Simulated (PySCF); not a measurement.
**Ionisation energy of V by level of theory**

V [Ar] 3d3 4s2 (4F) → V⁺ [Ar] 3d4 (5D), as a difference of total energies. Computed with PySCF 2.14 in 6-31G* (5s4p2d1f, 34 functions), with the non-relativistic Hamiltonian (point nucleus). The calculations carry no spin-orbit coupling.

| method | ionisation energy (eV) |
| --- | --- |
| r2SCAN | 6.753 |
| M06-2X | 7.457 |

These non-relativistic numbers lack the scalar-relativistic shift.

For comparison: 6.732 eV (measured; NIST levels, between the centres of gravity of the two terms).
